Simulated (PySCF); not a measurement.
C2H9GeNO.

```xyz
14

Ge     1.0012    -0.3014    -0.0527
N      1.3420     1.4459     0.4345
O     -0.7584    -0.6043     0.1849
C     -1.6872     0.2571    -0.4654
C     -3.0775    -0.0109     0.0888
H      1.3877    -0.4065    -1.5565
H      1.6372    -1.3941     0.8434
H      1.5159     1.6060     1.4314
H      2.0687     1.9145    -0.1152
H     -1.4091     1.3267    -0.3103
H     -1.6787     0.0810    -1.5706
H     -3.8321     0.6315    -0.4091
H     -3.1060     0.1926     1.1782
H     -3.3606    -1.0713    -0.0671
```

Geometry optimised at PBE-D3(BJ)/def2-SVP. One conformer was computed; it need not be the lowest.

Level of theory: B3LYP/pcSseg-1 (PySCF). Non-relativistic, no solvent.

Computed absolute GIAO shielding of each atom: isotropic value and principal components (ppm):
```tsv
atom	σ(iso)	σ11	σ22	σ33	span
Ge1	1314.6	1191.9	1311.7	1440.1	248.2
N2	240.1	203.4	253.2	263.5	60.1
O3	259.3	213.2	267.1	297.6	84.4
C4	113.6	82.6	101.3	156.9	74.3
C5	156.4	139.0	153.3	177.0	38.0
H6	26.1	20.0	21.7	36.7	16.7
H7	25.9	19.1	21.4	37.0	18.0
H8	30.8	23.6	26.5	42.3	18.7
H9	30.8	23.6	26.5	42.5	18.9
H10	26.8	20.8	28.5	31.2	10.4
H11	27.6	22.5	27.6	32.8	10.2
H12	30.1	26.5	27.4	36.6	10.1
H13	29.8	26.3	28.4	34.7	8.4
H14	29.7	26.2	28.0	34.8	8.6
```
